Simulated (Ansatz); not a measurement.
Q: Name a neutral molecule of C, Cl, Ga and H with HOMO–LUMO gap (B3LYP/def2-TZVPP) between 5.90 and 6.20 eV and ideal-gas entropy at 298 K and 1 bar (rigid rotor, harmonic PBE0-D4/def2-TZVP) between 387 and 403 J/(mol·K) (Ansatz, PBE0-D4/def2-TZVP geometry).

A: `C[CH2][Ga]([CH3])[Cl]` (6.16 eV, 401 J/(mol·K)). Other molecules can fit too; these were computed, each in one conformer that needn't be the lowest.

B3LYP here is the variant with VWN-RPA as its local correlation; programs differ in this.
